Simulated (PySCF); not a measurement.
C$_{3}$H$_{6}$Cl (SMILES CC[CH]Cl), doublet, geometry from GFN2-xTB; MP2/6-31G (PySCF).

The PySCF input:
```python
from pyscf import gto, scf, mp

mol = gto.M(
    atom='''
C     0.88196835   -0.69035601   -0.06520633
C     2.33446101   -0.22289527   -0.00871853
C    -0.04521944    0.45133341   -0.21727741
H     0.63004599   -1.24911322    0.84093252
H     0.77187846   -1.39427599   -0.90612752
H     3.00027462   -1.07594315    0.09232763
Cl   -1.68930543    0.26027060    0.15334852
H     2.59685791    0.31448981   -0.91653331
H     2.48724108    0.43935498    0.83925443
H     0.20463477    1.31239464   -0.80956506
''',
    basis='6-31g',
    spin=1,
    verbose=4,
)

mf = scf.UHF(mol)
mf.kernel()

pt = mp.MP2(mf, frozen=8)
pt.kernel()
print('E(MP2) = %.10f' % pt.e_tot)
```

What the program printed (banner, timings and long lists left out):

```
PySCF version 2.14.0

[INPUT] verbose = 4
[INPUT] num. atoms = 10
[INPUT] num. electrons = 41
[INPUT] charge = 0
[INPUT] spin (= nelec alpha-beta = 2S) = 1
[INPUT] symmetry False subgroup None
[INPUT] Mole.unit = angstrom
[INPUT] Symbol           X                Y                Z      unit          X                Y                Z       unit  Magmom
[INPUT]  1 C      0.881968350000  -0.690356010000  -0.065206330000 AA    1.666678632035  -1.304583787347  -0.123222105288 Bohr   0.0
[INPUT]  2 C      2.334461010000  -0.222895270000  -0.008718530000 AA    4.411491957376  -0.421211014761  -0.016475633909 Bohr   0.0
[INPUT]  3 C     -0.045219440000   0.451333410000  -0.217277410000 AA   -0.085452357106   0.852896535766  -0.410594797955 Bohr   0.0
[INPUT]  4 H      0.630045990000  -1.249113220000   0.840932520000 AA    1.190614366980  -2.360481884374   1.589132152040 Bohr   0.0
[INPUT]  5 H      0.771878460000  -1.394275990000  -0.906127520000 AA    1.458638890851  -2.634799763157  -1.712332846731 Bohr   0.0
[INPUT]  6 H      3.000274620000  -1.075943150000   0.092327630000 AA    5.669697330284  -2.033237879102   0.174473934430 Bohr   0.0
[INPUT]  7 Cl    -1.689305430000   0.260270600000   0.153348520000 AA   -3.192324603441   0.491840152276   0.289786704407 Bohr   0.0
[INPUT]  8 H      2.596857910000   0.314489810000  -0.916533310000 AA    4.907350234310   0.594299609867  -1.731996939941 Bohr   0.0
[INPUT]  9 H      2.487241080000   0.439354980000   0.839254430000 AA    4.700204446967   0.830260583664   1.585961021528 Bohr   0.0
[INPUT] 10 H      0.204634770000   1.312394640000  -0.809565060000 AA    0.386703670863   2.480066436947  -1.529856243417 Bohr   0.0

nuclear repulsion = 150.550847732941
number of shells = 34
number of NR pGTOs = 136
number of NR cGTOs = 52
basis = 6-31g
ecp = {}

******** <class 'pyscf.scf.uhf.UHF'> ********
method = UHF
initial guess = minao
damping factor = 0
level_shift factor = 0
DIIS = <class 'pyscf.scf.diis.CDIIS'>
diis_start_cycle = 1
diis_space = 8
diis_damp = 0
SCF conv_tol = 1e-09
SCF conv_tol_grad = None
SCF max_cycles = 50
direct_scf = True
direct_scf_tol = 1e-13
number electrons alpha = 21  beta = 20
Set gradient conv threshold to 3.16228e-05
init E= -577.079775158399

cycle= 1 E= -576.406150605948  delta_E= 0.674  |g|= 0.25  |ddm|= 1.96
cycle= 2 E= -576.452976526691  delta_E= -0.0468  |g|= 0.106  |ddm|= 0.55
cycle= 3 E= -576.460499983445  delta_E= -0.00752  |g|= 0.0348  |ddm|= 0.16
cycle= 4 E= -576.462125656461  delta_E= -0.00163  |g|= 0.0123  |ddm|= 0.0885
cycle= 5 E= -576.462433731581  delta_E= -0.000308  |g|= 0.00522  |ddm|= 0.0366
cycle= 6 E= -576.462491223828  delta_E= -5.75e-05  |g|= 0.00205  |ddm|= 0.0178
cycle= 7 E= -576.462500439191  delta_E= -9.22e-06  |g|= 0.000716  |ddm|= 0.0082
cycle= 8 E= -576.462501575725  delta_E= -1.14e-06  |g|= 0.000278  |ddm|= 0.00286
cycle= 9 E= -576.462501730129  delta_E= -1.54e-07  |g|= 0.000116  |ddm|= 0.00104
cycle= 10 E= -576.46250175725  delta_E= -2.71e-08  |g|= 4.98e-05  |ddm|= 0.000428
cycle= 11 E= -576.462501763096  delta_E= -5.85e-09  |g|= 1.63e-05  |ddm|= 0.000211
cycle= 12 E= -576.462501763678  delta_E= -5.83e-10  |g|= 7.2e-06  |ddm|= 5.57e-05
Extra cycle  E= -576.462501763746  delta_E= -6.73e-11  |g|= 4.68e-06  |ddm|= 1.33e-05
converged SCF energy = -576.462501763746  <S^2> = 0.765264  2S+1 = 2.0152062

******** <class 'pyscf.mp.ump2.UMP2'> ********
nocc = (np.int64(13), np.int64(12)), nmo = (44, 44)
frozen orbitals 8
E(UMP2) = -576.756272969047  E_corr = -0.293771205301218
E(SCS-UMP2) = -576.75987115465  E_corr = -0.297369390904026
E_corr(same-spin) = -0.0636416024508874
E_corr(oppo-spin) = -0.230129602850331
E(MP2) = -576.7562729690
```
